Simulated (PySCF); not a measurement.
**Cadmium: a sound run and one with changed settings**

Sound run: Cd [Kr] 4d10 5s2, Cd⁺ [Kr] 4d10 5s1. Calculation: PySCF 2.14, in x2c-SVPall; the spin-free X2C one-electron Hamiltonian (Gaussian nucleus). In the sound run the correlated levels freeze [Kr]. The sound run starts from symmetry-adapted Hartree-Fock orbitals and uses a fine grid where one is needed.

Changed run: basis STO-3G, all-electron and non-relativistic. This setting is unsound on purpose.

| species | method | sound run (hartree) | changed run (hartree) | converged |
| --- | --- | --- | --- | --- |
| Cd | UHF | -5590.77568 | -5411.53272 | yes |
| Cd | LDA | -5587.75745 | -5407.97584 | yes |
| Cd | MN15 | -5597.06356 | -5409.77492 | yes |
| Cd | MP2 | -5591.10574 | -5411.55747 | yes |
| Cd⁺ | UHF | -5590.50566 | -5411.42102 | yes |
| Cd⁺ | LDA | -5587.41007 | -5407.78973 | yes |
| Cd⁺ | MN15 | -5596.73025 | -5409.61055 | yes |
| Cd⁺ | MP2 | -5590.79574 | -5411.42305 | yes |

Ionisation energy of Cd:

| method | sound run (eV) | changed run (eV) |
| --- | --- | --- |
| UHF | 7.348 | 3.039 |
| LDA | 9.453 | 5.064 |
| MN15 | 9.070 | 4.473 |
| MP2 | 8.436 | 3.658 |
| SCS-MP2 | 8.452 | 3.781 |

A minimal basis cannot let orbitals breathe on ionisation and holds almost no correlation. The Hamiltonian changed with the basis, so the totals do not compare.

For comparison, NIST gives 8.994 eV between the lowest levels.
